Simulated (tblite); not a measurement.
Species: C7H9F.
Atom-mapped SMILES: `[CH:1]#[C:2][C@@H:3]1[C@H:4]([CH3:5])[CH2:6][C@@H:7]1[F:8]` (hydrogens: H9 on C1; H10 on C3; H11 on C4; H12, H13, H14 on C5; H15, H16 on C6; H17 on C7)

Computed with GFN2-xTB (tblite), gas phase: L-BFGS steps from a force-field or distance-geometry start until the largest atomic force falls under 0.01 eV/Å.

Step 82: E = -659.3201 eV
```
atom  x, y, z in Å  |  force x, y, z in eV/Å
C1      0.8995    0.3656   -2.5690    0.000   0.050   0.179
C2      0.8457    0.5490   -1.3856   -0.046  -0.059  -0.214
C3      0.7222    0.7544    0.0357   -0.018   0.007  -0.011
C4      0.2065   -0.4764    0.8428   -0.044  -0.012   0.035
C5      0.2061   -1.8245    0.1408    0.053   0.091  -0.046
C6     -1.1644    0.2149    0.9969   -0.170   0.097  -0.023
C7     -0.5556    1.5218    0.4633   -0.148   0.080  -0.008
F8     -1.2821    2.1279   -0.5455    0.253  -0.175   0.280
H9      0.9687    0.2216   -3.6061    0.007   0.004   0.029
H10     1.6493    1.1975    0.4154   -0.068  -0.039  -0.023
H11     0.7385   -0.5500    1.7966   -0.083  -0.014  -0.054
H12    -0.3130   -2.5697    0.7431    0.033   0.080  -0.006
H13    -0.2944   -1.7416   -0.8245    0.076  -0.044   0.087
H14     1.2313   -2.1599   -0.0243   -0.121   0.013  -0.016
H15    -1.9117   -0.1783    0.2904    0.279   0.137   0.275
H16    -1.5959    0.2557    2.0060    0.129  -0.015  -0.327
H17    -0.3576    2.3042    1.2142   -0.131  -0.199  -0.158
```

Step 83: E = -659.3278 eV
```
atom  x, y, z in Å  |  force x, y, z in eV/Å
C1      0.9910    0.3826   -2.5639    0.001   0.012  -0.014
C2      0.8822    0.5565   -1.3850   -0.040  -0.029   0.002
C3      0.7108    0.7561    0.0312    0.000  -0.002   0.001
C4      0.2161   -0.4807    0.8400   -0.012   0.011   0.020
C5      0.1596   -1.8094    0.1109    0.022   0.021  -0.005
C6     -1.1390    0.2176    1.0613   -0.025   0.020   0.014
C7     -0.5869    1.5008    0.4363   -0.010   0.012  -0.011
F8     -1.3459    1.9956   -0.5948    0.059  -0.010   0.010
H9      1.1025    0.2428   -3.5969    0.005  -0.001  -0.011
H10     1.6136    1.2211    0.4369   -0.006  -0.009  -0.011
H11     0.7843   -0.5876    1.7660   -0.021  -0.013   0.015
H12    -0.3508   -2.5524    0.7219    0.012   0.039  -0.003
H13    -0.3747   -1.6998   -0.8300    0.014  -0.022   0.002
H14     1.1649   -2.1655   -0.1021    0.000  -0.013  -0.026
H15    -1.9325   -0.2054    0.4458    0.036   0.016   0.040
H16    -1.4814    0.3014    2.0912   -0.001  -0.001  -0.039
H17    -0.4208    2.3384    1.1213   -0.032  -0.029   0.014
```

**Question.** Estimate the geometry and energy of step 84. (The exact step hangs on the optimiser's Hessian estimate; all steps are aligned on step 83, rigid shifts and turns removed.)

**Answer.** E = -659.3286 eV, largest force 0.067 eV/Å
```
atom  x, y, z in Å  |  force x, y, z in eV/Å
C1      0.9763    0.3796   -2.5641    0.001   0.014  -0.002
C2      0.8761    0.5546   -1.3845   -0.037  -0.028  -0.013
C3      0.7127    0.7559    0.0324   -0.001  -0.004   0.002
C4      0.2147   -0.4798    0.8410   -0.013   0.009   0.019
C5      0.1672   -1.8109    0.1151    0.018   0.024  -0.008
C6     -1.1427    0.2174    1.0512   -0.030   0.023   0.013
C7     -0.5820    1.5038    0.4404   -0.013   0.015  -0.008
F8     -1.3344    2.0154   -0.5877    0.062  -0.015   0.020
H9      1.0810    0.2385   -3.5976    0.005  -0.001  -0.012
H10     1.6192    1.2176    0.4337   -0.007  -0.010  -0.010
H11     0.7768   -0.5824    1.7712   -0.024  -0.011   0.014
H12    -0.3445   -2.5544    0.7244    0.016   0.041  -0.001
H13    -0.3625   -1.7051   -0.8290    0.017  -0.024   0.004
H14     1.1751   -2.1638   -0.0916   -0.007  -0.012  -0.023
H15    -1.9284   -0.2013    0.4223    0.042   0.018   0.043
H16    -1.4994    0.2950    2.0770    0.007  -0.004  -0.046
H17    -0.4123    2.3323    1.1359   -0.035  -0.033   0.008
```

The energy changes by -0.0009 eV. The first-order estimate −F·Δx gives -0.0009 eV and the mean of the old and new forces, exact on a quadratic surface, -0.0008 eV. The step makes an angle of 84° with the force vector and moves no atom by more than 0.024 Å.

The cost below is that of the whole relaxation. On one thread, Arm Neoverse N1 (aarch64), no GPU (shared host), this took 0.97 s of wall time.
